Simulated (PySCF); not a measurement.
Frontier levels across methods

CH10BNSi.
Cartesian coordinates in Å at the PBE0-D3(BJ)/def2-SVP level; atoms count from 1:
```
atom  x, y, z in Å
C1    -1.750    0.206   -0.228
N2    -0.942   -0.344    0.868
B3     0.522    0.324    1.069
Si4    1.704   -0.045   -0.535
H5    -1.848    1.288   -0.078
H6    -2.745   -0.260   -0.272
H7    -1.222    0.041   -1.176
H8    -1.444   -0.243    1.752
H9    -0.816   -1.351    0.736
H10    0.994   -0.213    2.063
H11    0.333    1.521    1.246
H12    1.668   -1.500   -0.952
H13    1.357    0.698   -1.802
H14    3.147    0.267   -0.266
```

Basis pcSseg-2 throughout (PySCF), one geometry. Isolated species at its PBE0-D3(BJ)/def2-SVP geometry (one conformer only).

Q: How do the orbital energies, the gap and the dipole change with the method?

A: 
| method | kind | HOMO (eV) | LUMO (eV) | gap (eV) | μ (D) | SCF cycles |
| --- | --- | --- | --- | --- | --- | --- |
| BLYP | GGA | -5.63 | -1.21 | 4.42 | 5.98 | 14 |
| OPBE | GGA | -5.70 | -1.07 | 4.63 | 5.97 | 15 |
| B97-D | GGA | -5.71 | -1.06 | 4.66 | 6.00 | 14 |
| PBE | GGA | -5.75 | -1.21 | 4.55 | 5.95 | 14 |
| KT3 | GGA | -5.82 | -1.36 | 4.45 | 5.90 | 14 |
| KT2 | GGA | -5.82 | -1.22 | 4.60 | 5.85 | 14 |
| BP86 | GGA | -5.85 | -1.07 | 4.77 | 5.97 | 14 |
| LDA | LDA | -5.85 | -1.32 | 4.53 | 5.91 | 13 |
| B97-2 | global hybrid | -6.64 | -0.40 | 6.24 | 6.02 | 13 |
| B3LYP | global hybrid | -6.69 | -0.74 | 5.95 | 6.02 | 13 |
| PBE0 | global hybrid | -6.88 | -0.43 | 6.45 | 6.01 | 12 |
| mPW1PW91 | global hybrid | -6.91 | -0.44 | 6.46 | 6.02 | 12 |
| BHandHLYP | global hybrid | -7.94 | 0.14 | 8.07 | 6.07 | 12 |
| CAM-B3LYP | range-separated hybrid | -8.21 | 0.28 | 8.49 | 6.05 | 12 |
| wB97X-D | range-separated hybrid | -8.72 | 1.32 | 10.03 | 6.09 | 12 |
| LC-wPBE | range-separated hybrid | -9.53 | 1.46 | 11.00 | 6.07 | 12 |
| HF | Hartree–Fock | -9.59 | 1.84 | 11.43 | 6.18 | 10 |

The HOMO spans 3.96 eV, from BLYP down to HF, and the gap runs from 4.42 eV (BLYP) to 11.43 eV (HF). Over the methods BLYP (0 %), OPBE (0 %), B97-D (0 %), PBE (0 %), KT3 (0 %), KT2 (0 %), BP86 (0 %), LDA (0 %), B97-2 (21 %), B3LYP (20 %), PBE0 (25 %), mPW1PW91 (25 %), BHandHLYP (50 %), HF (100 %), a straight line through the gap against the share of exact exchange rises by 0.69 eV for each 10 % (correlation coefficient 0.998). The dipole ranges from 5.85 D (KT2) to 6.18 D (HF). This basis has no diffuse functions.
